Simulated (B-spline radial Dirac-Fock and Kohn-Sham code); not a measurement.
# Photoemission from W⁴⁺ at 6780 eV, detector at θ = 30°, φ = 0°

System: tungsten as W⁴⁺, 1s2 2s2 2p6 3s2 3p6 3d10 4s2 4p6 4d10 4f14 5s2 5p6 5d2. Method: Dirac-Hartree-Slater photoionisation with a Latter tail; cross sections with all multipoles, angular parameters from the dipole term and its interference with E2. Computed with a B-spline atomic structure program. Thresholds are orbital energies of the model. For linearly polarised light dσ/dΩ = σ/(4π) [1 + β P₂(cos θ) + (δ + γ cos²θ) sin θ cos φ], with θ from the polarisation vector and φ the angle between the beam and the projection of the electron momentum on the plane normal to the polarisation. The dipole factor is 1 + βP₂ and the non-dipole term is the rest of the bracket. Open shells are filled statistically over j.

The run's input, task.json:

```json
{"items": [{
  "Z": 74,
  "q": 4,
  "cfg": [[1, 0, 2], [2, 0, 2], [2, 1, 6], [3, 0, 2], [3, 1, 6], [3, 2, 10], [4, 0, 2], [4, 1, 6], [4, 2, 10], [4, 3, 14], [5, 0, 2], [5, 1, 6], [5, 2, 2]],
  "A": 184,
  "rrms": 5.3658,
  "do": "xps",
  "hv": [61.2, 64.1, 75.1, 80, 92.4, 100.0, 142.0, 209.0, 271.0, 288.0, 293.0, 300, 400, 709.0, 1486.9, 1650.0, 1880.0, 1890.0, 3390.0, 3490.0, 4270.0, 4850.0, 5414.7, 6000, 6560.0, 6780.0, 8200.0, 12000, 14000.0, 15000]
}]}
```

Run with: `python xray2_run.py task.json out`

| subshell | threshold (eV) | σ (kb) | β | γ | δ | dipole factor | non-dipole term | dσ/dΩ (kb/sr) |
| --- | --- | --- | --- | --- | --- | --- | --- | --- |
| 3s | 2843.4 | 7.37 | 1.95 | 0.00 | -0.002 | 2.216 | -0.002 | 1.30 |
| 3p1/2 | 2614.8 | 9.81 | 1.60 | 0.10 | 0.001 | 1.997 | +0.038 | 1.59 |
| 3p3/2 | 2317.5 | 17.9 | 1.69 | 0.15 | 0.018 | 2.053 | +0.064 | 3.02 |
| 3d3/2 | 1927.3 | 11.5 | 1.26 | 0.91 | 0.126 | 1.790 | +0.406 | 2.01 |
| 3d5/2 | 1862.2 | 15.4 | 1.18 | 0.94 | 0.135 | 1.737 | +0.421 | 2.64 |
| 4s | 631.2 | 1.99 | 1.95 | -0.14 | -0.002 | 2.219 | -0.053 | 0.344 |
| 4p1/2 | 535.1 | 2.28 | 1.63 | 0.28 | -0.001 | 2.020 | +0.103 | 0.386 |
| 4p3/2 | 465.8 | 4.01 | 1.73 | 0.34 | 0.015 | 2.079 | +0.134 | 0.707 |
| 4d3/2 | 306.3 | 2.13 | 1.27 | 1.05 | 0.111 | 1.794 | +0.451 | 0.380 |
| 4d5/2 | 293.3 | 2.83 | 1.16 | 1.06 | 0.124 | 1.725 | +0.458 | 0.492 |
| 4f5/2 | 91.53 | 0.216 | 0.78 | 1.30 | 0.334 | 1.485 | +0.656 | 0.0369 |
| 4f7/2 | 89.11 | 0.266 | 0.75 | 1.29 | 0.344 | 1.470 | +0.656 | 0.0450 |
| 5s | 130.5 | 0.377 | 1.95 | -0.15 | -0.002 | 2.219 | -0.057 | 0.0648 |
| 5p1/2 | 100.9 | 0.364 | 1.64 | 0.31 | -0.001 | 2.023 | +0.117 | 0.0620 |
| 5p3/2 | 90.02 | 0.621 | 1.73 | 0.37 | 0.014 | 2.082 | +0.147 | 0.110 |
| 5d3/2 | 49.82 | 0.0397 | 1.27 | 1.07 | 0.109 | 1.794 | +0.457 | 0.00711 |
| 5d5/2 | 48.61 | 0.0523 | 1.16 | 1.07 | 0.123 | 1.722 | +0.463 | 0.00909 |
